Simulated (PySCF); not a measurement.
C5H12Si.

```xyz
18

C     -2.2548     0.9406     0.0846
C     -1.2275    -0.1672    -0.0081
C     -0.5245    -0.7071     1.2115
C      0.2728     0.0836     0.1793
C      0.7785     1.4708     0.5508
Si     1.4232    -0.8938    -0.9495
H     -2.0246     1.6612     0.8934
H     -3.2613     0.5231     0.2951
H     -2.3223     1.5113    -0.8651
H     -1.4774    -0.9239    -0.7743
H     -0.3707    -1.7946     1.3075
H     -0.7174    -0.1986     2.1716
H      0.8797     2.1222    -0.3429
H      0.1031     1.9866     1.2632
H      1.7756     1.4137     1.0359
H      0.8151    -2.2426    -1.2358
H      2.7725    -1.0972    -0.3075
H      1.6370    -0.1725    -2.2565
```

The structure is a stationary point at PBE-D3(BJ)/def2-SVP. The structure was generated by enumeration; whether it is a known compound was not checked.

The numbers are results of PBE/pcSseg-1 (PySCF), not measurements. Non-relativistic, no solvent.

Task: Give the absolute GIAO shielding of each atom: isotropic value and principal components (ppm). (An estimate is asked for; the answer gives what the named calculation found.)

Result: 
```
atom  σ(iso)    σ11    σ22    σ33   span
----  ------  -----  -----  -----  -----
C1     163.3  149.7  157.7  182.5   32.8
C2     157.7  126.3  154.1  192.7   66.5
C3     156.7  127.6  152.3  190.2   62.6
C4     172.7  141.6  167.9  208.6   66.9
C5     160.3  143.1  154.8  182.9   39.8
Si6    382.9  331.0  356.7  461.0  129.9
H7      30.4   25.3   29.8   36.0   10.8
H8      29.5   24.9   26.8   36.7   11.8
H9      29.6   24.9   27.2   36.6   11.7
H10     30.2   22.8   29.6   38.2   15.4
H11     30.2   24.5   27.8   38.5   14.0
H12     31.0   25.8   29.2   38.1   12.3
H13     29.7   25.7   26.7   36.6   10.9
H14     30.3   24.9   29.3   36.6   11.7
H15     29.6   25.3   27.2   36.2   11.0
H16     27.7   24.0   26.0   33.1    9.0
H17     26.9   23.6   24.6   32.3    8.7
H18     26.8   23.6   24.8   32.2    8.6
```
